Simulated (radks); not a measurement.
Kinetic energies: the exact non-interacting value of the Kohn-Sham orbitals and orbital-free approximations, as 100 (|E| - |E exact|)/|E exact|, negative where the magnitude is too small. Species: Ru3+ [Kr] 4d5; K4+ [Ne] 3s2 3p3. Calculated with a radial shooting solver on a logarithmic mesh with Libxc functionals: non-relativistic Kohn-Sham, PBE, spin-polarised, spherical densities, point nucleus. Every spin shell is full or empty, so the densities are truly spherical. Functionals are evaluated on that one density, not self-consistently.

functional,Ru3+,K4+
exact (hartree),4439.37,593.953
Thomas-Fermi,-5.49,-7.04
TF + vW,+37.91,+51.26
TF + vW/9,-0.67,-0.56
TF + vW/5,+3.19,+4.62
APBEK,+0.15,+0.26
revAPBEK,+0.34,+0.59
Perdew 92,-0.66,-0.55
Thakkar,-0.51,-0.12
Pearson,-0.95,-1.45
LKT,+20.21,+29.09
PG1,+15.92,+23.48
DePristo-Kress,-0.06,+0.06
